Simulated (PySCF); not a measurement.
**C₆ coefficients of unlike pairs at PBE0**

Calculated with PySCF 2.14 from the dipole response of each species, C₆(A,B) = (3/π) ∫ α_A(iu) α_B(iu) du, in atomic units, from isotropic polarisabilities. For ions this is the dispersion term alone; charge-induced terms of lower order in 1/R come first.

```
species           configuration                                                                                      basis      relativity  α (bohr³)  C₆ (like pair)
   Kr²⁺  [Ar] 3d10 4s2 4p4 (3P)  aug-cc-pVTZ-PP with one added diffuse shell each of s, d, f type with ECP10MDF (7s5p5d3f)  core potential      7.497           36.54
     Fe       [Ar] 3d6 4s2 (5D)         x2c-QZVPPall with one added diffuse shell each of s, p, d, f, g type (12s8p6d5f3g)   spin-free X2C      64.58           585.4
   Hg²⁺     [Xe] 4f14 5d10 (1S)                       def2-TZVPPD with the def2 core potential (60 electrons) (6s6p3d2f1g)  core potential      6.953           43.12
    I³⁺  [Kr] 4d10 5s2 5p2 (3P)                                                aug-cc-pwCVTZ-PP with ECP28MDF (8s7p6d4f1g)  core potential      10.13           57.92
```

(1) Estimate C₆ for I³⁺ with Kr²⁺.

No spin-orbit coupling is included.

The other pairs:

| pair | C₆ |
| --- | --- |
| Hg²⁺, Kr²⁺ | 38.71 |
| Fe, Kr²⁺ | 118.8 |
| Hg²⁺, Fe | 116.5 |
| I³⁺, Fe | 154.0 |
| I³⁺, Hg²⁺ | 48.76 |

## Answers

(1) The integral gives 45.85. The combination rule 2 C_A C_B / (C_A α_B/α_A + C_B α_A/α_B) gives 45.89 and the geometric mean 46.00.
